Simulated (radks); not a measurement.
These are the eigenvalues of the occupied orbitals of an atom or ion with whole-number occupations (eV). Calculated with a radial shooting solver on a logarithmic mesh with Libxc functionals: Dirac Kohn-Sham, LDA (Slater exchange, Perdew-Wang correlation), spin-unpolarised, spherical densities, point nucleus.

| orbital | eigenvalue |
|---|---|
| 1s1/2 | -90485.38 |
| 2s1/2 | -16271.38 |
| 2p1/2 | -15637.25 |
| 2p3/2 | -13319.46 |
| 3s1/2 | -3951.720 |
| 3p1/2 | -3664.927 |
| 3p3/2 | -3146.063 |
| 3d3/2 | -2675.217 |
| 3d5/2 | -2565.157 |
| 4s1/2 | -931.4740 |
| 4p1/2 | -806.8630 |
| 4p3/2 | -678.7270 |
| 4d3/2 | -475.8450 |
| 4d5/2 | -451.9308 |
| 5s1/2 | -190.2115 |
| 4f5/2 | -188.3277 |
| 4f7/2 | -182.8311 |
| 5p1/2 | -146.8277 |
| 5p3/2 | -121.8606 |
| 5d3/2 | -61.1202 |
| 5d5/2 | -58.0053 |
| 6s1/2 | -43.5897 |
| 6d3/2 | -17.5987 |
| 6d5/2 | -17.2416 |

Which element is it, and in what charge state? The configuration may be excited. Open shells, if any, are shared by 2j + 1.

Answer. Z = 83, bismuth, charge +3: Bi3+ in [Xe] 4f14 5d10 6s1 6d1. The list shows which subshells hold electrons but not how many an open one holds; the 1s level, -3325.3 hartree, gives Z - s = 81.6 by -(Z - s)^2/2, which with screening and relativity narrows Z to a few neighbours, and the depths of the outer levels then fix element, charge and occupations together.
